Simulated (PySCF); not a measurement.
Geometries of 2 isomers of C2H5Cl3Si, from PySCF, PBE0-D3(BJ)/def2-SVP geometry optimisation, gas phase. One conformer each, no zero-point energy, no frequencies.

Task: Which isomer lies lower at this level?
A.
```xyz
11
angstrom
Si     1.857   -0.860   -0.097
C      0.075   -0.181   -0.110
C     -1.030   -1.178    0.155
Cl    -0.894   -2.561   -0.969
Cl    -2.627   -0.412   -0.078
Cl    -0.939   -1.785    1.828
H      2.754    0.317    0.105
H      2.178   -1.492   -1.408
H      2.062   -1.839    1.007
H     -0.106    0.263   -1.103
H     -0.019    0.630    0.629
```
B.
```xyz
11
angstrom
Si    -0.265   -0.449   -1.302
C     -0.267   -0.418    0.554
C      0.491    0.759    1.159
H      0.160   -1.381    0.880
H     -1.324   -0.425    0.872
H      0.457    0.727    2.259
H      1.549    0.750    0.857
H      0.062    1.721    0.838
Cl     1.664   -0.489   -2.009
Cl    -1.180    1.224   -2.068
Cl    -1.250   -2.105   -2.008
```

Result: B. That is `CC[Si](Cl)(Cl)Cl` (SiEtCl3), 120.0 kcal/mol below the other.

```csv
SMILES,atoms numbered as above,E (Eh),relative (kcal/mol),relative (kJ/mol),dipole (D)
CC[Si](Cl)(Cl)Cl,–,-1748.24981,0.0,0.0,2.20
[SiH3]CC(Cl)(Cl)Cl,[SiH3:1][CH2:2][C:3]([Cl:4])([Cl:5])[Cl:6],-1748.05851,120.0,502.2,1.49
```
